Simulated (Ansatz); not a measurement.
Question: Name a neutral molecule of Al, C, Te and H with HOMO–LUMO gap (PBE/def2-TZVPP) between 2.35 and 2.65 eV and size of the dipole moment (PBE/def2-TZVPP) between 1.00 and 1.30 D (Ansatz, PBE0-D4/def2-TZVP geometry).

Answer: `[AlH2][CH2]C[TeH]` (2.61 eV, 1.06 D). Other molecules can fit too; these were computed, each in one conformer that needn't be the lowest.
